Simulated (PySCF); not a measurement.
From computed data to an observable: oscillator strength and radiative lifetime

1,3-oxasiletane-2,4-dione (C2H2O3Si), SMILES O=C1OC(=O)[SiH2]1.

Coordinates come from a TPSSh-D3(BJ)/def2-SVP optimisation.

TDA-PBE/def2-SVPD (PySCF) puts the first singlet state with f over 0.02 at 5.03 eV (vertical), with the transition dipole (0.000, 0.000, -0.680) in atomic units.

Task: Find the oscillator strength, the wavelength and the radiative lifetime that this transition would have in vacuum if emission retraced absorption.

Result: 
|μ|² = 0.4624 au, so |μ| = 1.73 D. ΔE = 5.03/27.211 = 0.1848 hartree. f = (2/3) ΔE |μ|² = 0.057 (the program prints 0.057).
λ = 1239.84/5.03 = 246 nm; ν = 40570 cm⁻¹.
Einstein's coefficient A = 0.6670 ν² f s⁻¹ (ν in cm⁻¹) = 6.3e7 s⁻¹, so τ = 1/A = 16 ns. This state is S4; the lower singlets have f = 0.000, 0.001, 0.014. The figure is the radiative limit of this one transition; relaxation, internal conversion, crossing to triplets and a medium change what is measured.
